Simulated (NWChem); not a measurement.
Ca

Results from NWChem.

Question: Estimate the computed values for B3LYP/def2-TZVP. Quantities: highest occupied level (eV); orbital gap (eV).

Answer: 
- highest occupied level (eV): -4.19
- orbital gap (eV): 3.18
